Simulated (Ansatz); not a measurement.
`Cl[Si](Cl)(Cl)[SeH]` + `FBF` → `FB(F)[SeH]` + `Cl[SiH](Cl)Cl` at 400 K and 1 bar (formal exchange of groups at the Se–Si bond).

Program: Ansatz. Geometries: PBE0-D4/def2-TZVP. ΔE: electronic, gas phase. CCSD(T)/CBS is the MP2 limit (def2-TZVPP, def2-QZVPP) plus CCSD(T) − MP2 in def2-TZVPP, frozen cores. This one scheme is used for every species. For Se outer-core shells are correlated without core-valence functions, which leaves a few kJ/mol of doubt a bond. Scalar relativity is left out up to krypton. Each species was taken in one conformer, which may not be the lowest.

```tsv
species	CCSD(T)/CBS energy (Eh)	H − E (kJ/mol)	S (J/(mol·K))
`Cl[Si](Cl)(Cl)[SeH]`	-4069.90520	70.4	411.4
`FBF`	-225.09427	62.5	257.9
`FB(F)[SeH]`	-2625.82827	69.2	322.9
`Cl[SiH](Cl)Cl`	-1669.16736	61.5	337.8
```

H − E and S are ideal-gas, rigid-rotor, harmonic terms from PBE0-D4/def2-TZVP, for one conformer and one mirror image of each species. 1 Eh = 2625.50 kJ/mol, R = 8.31446 J/(mol·K).

Task: By hand: ΔE, ΔH, ΔS and ΔG.

Result: ΔE = (-2625.82827) + (-1669.16736) − (-4069.90520) − (-225.09427) = 0.00384 Eh = 10.1 kJ/mol. Δ(H − E) = 69.2 + 61.5 − 70.4 − 62.5 = -2.2, so ΔH = 7.9 kJ/mol. ΔS = 322.9 + 337.8 − 411.4 − 257.9 = -8.6 J/(mol·K). ΔG = 7.9 − 400 × (-8.6)/1000 = 11.3 kJ/mol.

Task: By hand: the equilibrium constant, and the temperature at which ΔG would vanish if ΔH and ΔS stayed fixed.

Result: log₁₀ K = −ΔG/(RT ln 10) = -1.5. ΔH and −TΔS have one sign here, so there is no such temperature.

TΔS isn't small against ΔH here. A doubt of 5 kJ/mol in ΔE shifts log₁₀ K by 0.7 here. Other conformers and mirror images would add mixing entropy, several J/(mol·K) or more a flexible species. These are equilibria of isolated gas molecules and say nothing of rates. Largest T1 diagnostic: 0.013 (customary marks: 0.02 for closed shells, 0.045 for open ones).

ΔS is within the doubt of such terms, so its sign, and with it that verdict, could turn.
